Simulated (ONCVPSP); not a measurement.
## gold: one change to an ONCV potential, before and after

```json
{
  "Element": "Au (Z = 79)",
  "Generator": "ONCVPSP 4.0.1",
  "Type": "optimised norm-conserving Vanderbilt (ONCV)",
  "Functional": "PBE",
  "Relativity": "scalar-relativistic",
  "Frozen core": "[Kr] 4d10",
  "Valence charge": "33",
  "Reference configuration": "4f14 5s2 5p6 5d10 6s0.5 6p0.5",
  "Partial waves": "5s+6s: rc 1.70 bohr, ncon 4, nbas 8, qcut 8.8 1/bohr, 2 projectors; 5p+6p: rc 1.45 bohr, ncon 3, nbas 7, qcut 10.4 1/bohr, 2 projectors; 5d: rc 2.25 bohr, ncon 4, nbas 9, qcut 8.3 1/bohr, 3 projectors, debl 0.4 Ha; 4f: rc 0.80 bohr, ncon 4, nbas 8, qcut 20.6 1/bohr, 2 projectors, debl 3.7 Ha",
  "Local potential": "polynomial inside 0.80 bohr (lpopt 5, dvloc0 0 Ha)",
  "Core correction": "none"
}
```

All-electron outer shells of the reference configuration (PBE, scalar-relativistic, ld1.x):

| shell | level (eV) | outermost node (bohr) | outermost maximum (bohr) |
| --- | --- | --- | --- |
| 4p | -547.57 | 0.22 | 0.40 |
| 4d | -327.06 | 0.20 | 0.41 |
| 5s | -109.54 | 0.48 | 0.84 |
| 4f | -82.28 | – | 0.37 |
| 5p | -60.97 | 0.52 | 0.96 |
| 5d | -8.02 | 0.56 | 1.21 |
| 6s | -6.63 | 1.11 | 2.29 |
| 6p | -1.37 | 1.32 | 3.51 |

Change: local potential polynomial inside 0.80 bohr (lpopt 5, dvloc0 5 Ha).

Cutoffs: the cutoffs (Ha) at which the residual kinetic energy of the hardest occupied pseudo-wave falls to 1 and 0.1 mHa per electron; they do not see the model core or the augmentation charge, which bear on the density cutoff. Errors are all-electron minus pseudo energies relative to the spin-unpolarised reference configuration.

Question: What does the change do?

Answer: The potential gets neither clearly harder nor softer (196 Ha and 235 Ha → 196 Ha and 235 Ha); both files keep a bound ghost (s); the errors of the 3 common tests hardly move; the range in which the p phases agree widens (upper end 3.8 → at the end of the scan).

| quantity | base | changed |
| --- | --- | --- |
| cutoff, loose | 196 Ha | 196 Ha |
| cutoff, tight | 235 Ha | 235 Ha |
| bound ghosts | s | s |
| GHOST(+) flags under 300 eV | p at 183.6 eV | p at 234.5 eV |
| tests with a reliable result | 3 of 4 | 3 of 4 |
| error for 4f14 5s2 5p6 5d10 6s1 6p0, meV [ΔE -2.55 eV] | +0.6 | +0.5 |
| error for 4f14 5s2 5p6 5d10 6s0 6p0, meV [ΔE 6.86 eV] | -3.2 | -3.4 |
| error for 4f14 5s1 5p6 5d10 6s1 6p0, meV [ΔE 112.68 eV] | -386 | -395 |
| s: phases at 1.72 bohr within 0.05 rad from the reference energy up to (Ha; the scan ends near 5) | to the end of the scan | to the end of the scan |
| p: phases at 1.47 bohr within 0.05 rad from the reference energy up to (Ha; the scan ends near 5) | 3.8 | to the end of the scan |
| d: phases at 2.28 bohr within 0.05 rad from the reference energy up to (Ha; the scan ends near 5) | to the end of the scan | to the end of the scan |
| f: phases at 0.81 bohr within 0.05 rad from the reference energy up to (Ha; the scan ends near 5) | to the end of the scan | to the end of the scan |

 A true bound ghost makes a file unfit for plane-wave use even where its test errors are small: the radial tests pick states by their node count and pass the ghost by.
